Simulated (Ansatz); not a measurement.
A run for Ansatz (a quantum-chemistry and plane-wave program): R-r2SCAN/def2-TZVPP on CH6Ge (SMILES [CH3][GeH3]), a point of a torsion scan.

Ansatz 0.2 input:
```yaml
crystal:
  periodic: [false, false, false]
  atoms:
    - {symbol: C, position_ang: [-1.03719222, -0.08010489, 0.00677059]}
    - {symbol: Ge, position_ang: [0.91704894, 0.06471130, -0.01614784]}
    - {symbol: H, position_ang: [-1.45994656, 0.54260383, 0.79130714]}
    - {symbol: H, position_ang: [-1.34276059, -1.10653949, 0.19635992]}
    - {symbol: H, position_ang: [-1.46228451, 0.22885853, -0.94456308]}
    - {symbol: H, position_ang: [1.48672669, -0.01946963, 1.36247212]}
    - {symbol: H, position_ang: [1.35763065, 1.37234519, -0.59035149]}
    - {symbol: H, position_ang: [1.54159645, -1.01617871, -0.83624935]}
basis:
  gaussian:
    orbitals: def2-TZVPP
hamiltonian:
  xc: {name: r2SCAN}
scf: {lower_state_search: off}
```

The head of its log:

```
WARN ansatz: RAYON_NUM_THREADS=1 ignored (pool sized by the plan → 1); use --threads N
Functional definition: r2SCAN
these checks for a lower state are left out or cut short: stability, starts, cluster_reference, orbital_swaps, neighbouring_geometries, increment
integrals: 0.06 GiB planned
892 factors; their error is unknown
mean field: 0.54 GiB planned
mean field evaluation 1: about -57645.6637 eV, gradient 5.7e1 eV
mean field evaluation 2: about -57639.0645 eV, gradient 7.1e1 eV
```

Give the final energy of this run.

-2118.6862 hartree.
